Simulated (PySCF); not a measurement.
# Tc³⁺ (technetium, charge +3) across methods

[Kr] 4d4, high-spin 5D determinant. Computed with PySCF 2.14 in def2-TZVPPD with the def2 core potential (28 electrons) (6s4p3d2f1g, 56 functions), with scalar relativity through the core potential. The B2PLYP total includes its PT2 part (frozen core); its orbital energies are those of the SCF part.

| method | E (hartree) | mean ε 4p α (eV) | mean ε 4p β (eV) | mean ε 4d α (eV) | Σ⟨r²⟩ (bohr²) | ⟨S²⟩ |
| --- | --- | --- | --- | --- | --- | --- |
| UHF | -78.32263 | -91.772 | -82.889 | -43.128 | 22.54 | 6.002 |
| r2SCAN | -78.8263 | -79.585 | -75.329 | -36.749 | 22.55 | 6.001 |
| PBE | -78.7837 | -77.908 | -74.645 | -36.348 | 22.72 | 6.000 |
| B2PLYP | -78.6293 | -85.380 | -79.322 | -39.960 | 22.60 | 6.001 |
| LDA | -78.5616 | -77.833 | -74.634 | -36.345 | 22.87 | 6.000 |
| M06 | -78.7419 | -80.859 | -77.036 | -37.840 | 22.61 | 6.000 |
| TPSSh | -78.7713 | -79.691 | -75.745 | -37.055 | 22.63 | 6.001 |
| M06-L | -78.8335 | -79.114 | -75.102 | -36.282 | 22.38 | 6.000 |

Task: Estimate the same row for PBE0.

Result: E (hartree) = -78.7826; mean ε 4p α (eV) = -81.607; mean ε 4p β (eV) = -77.068; mean ε 4d α (eV) = -38.241; Σ⟨r²⟩ (bohr²) = 22.63; ⟨S²⟩ = 6.001.

Energies and moments cover only the electrons outside the core potential.
